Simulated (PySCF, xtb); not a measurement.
C₈H₁₁FS, SMILES CC(C)(C)c1cc(F)cs1.

GFN2-xTB (xtb) at its own geometry gives an orbital gap of 3.82 eV and a dipole moment of 2.43 D.

Coordinates come from a B3LYP-D3(BJ)/def2-SVP optimisation.

**Question.** What does CAM-B3LYP/def2-SVP (PySCF) give? (The exact figures need the calculation; the answer reports its results.)

**Answer.** gap 8.56 eV (levels -7.77 and 0.79 eV), dipole 1.76 D.
